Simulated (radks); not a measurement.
Results of a calculation; reference values are marked as such.
Species: Tm39+. Configuration: [Ar] 3d10 4s2.

Code: a radial shooting solver on a logarithmic mesh with Libxc functionals. Model: non-relativistic Kohn-Sham, PBE, spin-polarised, spherical densities, point nucleus; relativity is left out, which matters for an element this heavy.

Energy parts (hartree):
part                       energy
total                 -12005.5026
kinetic                12003.8697
electron-nucleus      -26346.3996
Hartree                 2544.4575
exchange-correlation    -207.4301

Orbitals (lengths in bohr, moments of r in powers of bohr):
orbital  occ.  eigenvalue (hartree)      <r^4>      <r>
1s          2             -2088.777  1.049e-06  0.02197
2s          2             -390.7616  0.0001722  0.09296
2p          6             -376.3720  0.0001088  0.07871
3s          2             -133.1534   0.005666   0.2336
3p          6             -126.7293   0.005044   0.2231
3d         10             -114.9732   0.003398   0.1958
4s          2             -65.31025    0.07683   0.4592

The highest occupied level is 4s at -1777.2 eV. Summed over all electrons, <r^2> = 1.454 bohr^2, which gives a Langevin (diamagnetic) susceptibility term of -1.15 x 10^-6 cm^3/mol.
